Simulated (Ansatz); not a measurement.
C2H9AsIn, charge +2, doublet (typed; the unrestricted solution is spin-contaminated), geometry from GFN2-xTB of the parent state (such geometries of metal compounds can be far from the true shape) (a state made from the parent by changing its charge; the spin is typed, not shown lowest) (all electrons, no relativity); HF/STO-3G (Ansatz, a quantum-chemistry and plane-wave program).

Ansatz was given this input:
Ansatz 0.2 input:
```yaml
crystal:
  periodic: [false, false, false]
  atoms:
    - {symbol: In, position_ang: [0.01448052, 1.00741804, 0.39069057]}
    - {symbol: C, position_ang: [1.76554671, 1.72158091, -0.86427881]}
    - {symbol: H, position_ang: [2.60360748, 1.05978727, -0.64609188]}
    - {symbol: H, position_ang: [1.99109584, 2.75167896, -0.59060182]}
    - {symbol: H, position_ang: [1.46231798, 1.64559351, -1.90833732]}
    - {symbol: C, position_ang: [-1.72780111, 0.72335192, 1.81732863]}
    - {symbol: H, position_ang: [-2.59876180, 0.47184257, 1.21244938]}
    - {symbol: H, position_ang: [-1.88036049, 1.65199332, 2.36603465]}
    - {symbol: H, position_ang: [-1.46126832, -0.09428393, 2.48684828]}
    - {symbol: As, position_ang: [-0.02875578, -1.92117332, -0.74890485]}
    - {symbol: H, position_ang: [0.48887232, -3.07944496, 0.03121213]}
    - {symbol: H, position_ang: [0.67231523, -2.37743087, -1.98069063]}
    - {symbol: H, position_ang: [-1.26489629, -2.66409712, -1.11909996]}
basis:
  gaussian:
    orbitals: STO-3G
hamiltonian:
  xc: hf
total_charge: 2
magnetization: {spin_polarized: true, initial_magnetization: 1}
```

What the program printed (banner, timings and long lists left out):

```
Functional definition: HF
799 factors; integrals over basis functions are off by at most 1.0e-4 eV
mean field evaluation 1: about -216917.0770 eV, gradient 1.5e1 eV
mean field evaluation 2: about -216917.1463 eV, gradient 1.5e1 eV
mean field evaluation 4: about -216918.9909 eV, gradient 1.3e0 eV
mean field evaluation 8: about -216919.0368 eV, gradient 1.9e-1 eV
mean field evaluation 16: about -216919.9511 eV, gradient 9.7e-1 eV
mean field evaluation 32: about -216919.8220 eV, gradient 4.4e-1 eV
mean field evaluation 64: about -216918.7715 eV, gradient 2.9e0 eV
mean field evaluation 96: about -216919.1584 eV, gradient 9.3e-1 eV
mean field -216919.98212525 eV, -7971.6623094582 hartree, gradient 2.4e-5 eV, S^2 0.944985; 3 other end points of the search recorded, 0 dependent functions left out
reference -216919.98212525 eV, -7971.6623094582 hartree; 51, 50 occupied and 13, 14 virtual orbitals, 799 factors
Total energy: -216919.98212525 eV, -7971.6623094582 hartree
```
